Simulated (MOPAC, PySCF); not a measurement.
H₃B, SMILES `B`, neutral singlet in the gas phase. 

Cartesian coordinates (Å):
SMILES: B
```xyz
4

B      0.0000     0.0000     0.0000
H     -0.8809    -0.7992    -0.0001
H     -0.2516     1.1625    -0.0001
H      1.1326    -0.3633     0.0002
```
Charge 0, spin multiplicity 1.

All levels are single points at this geometry (B3LYP-D3(BJ)/def2-TZVP); Pople sets use spherical d functions. Orbital energies aren't observables, and empty levels follow the basis.

HF/3-21G in PySCF gives dipole (D) = 0.00.

Question: Estimate the dipole (D) from each of these levels: B3LYP-D3(BJ)/def2-TZVP in PySCF; M06-2X/def2-TZVP in PySCF; B3LYP/3-21G in PySCF; B3LYP/6-311+G** in PySCF; B3LYP/6-31G* in PySCF; M06-2X/6-31G* in PySCF; PBE/6-31G* in PySCF; HF/STO-3G in PySCF; AM1 in MOPAC; PM3 in MOPAC; PM6 in MOPAC; PM7 in MOPAC.

Answer: 
```tsv
level	dipole (D)
B3LYP-D3(BJ)/def2-TZVP in PySCF	0.00
M06-2X/def2-TZVP in PySCF	0.00
B3LYP/3-21G in PySCF	0.00
B3LYP/6-311+G** in PySCF	0.00
B3LYP/6-31G* in PySCF	0.00
M06-2X/6-31G* in PySCF	0.00
PBE/6-31G* in PySCF	0.00
HF/STO-3G in PySCF	0.00
AM1 in MOPAC	0.00
PM3 in MOPAC	0.00
PM6 in MOPAC	0.00
PM7 in MOPAC	0.00
```
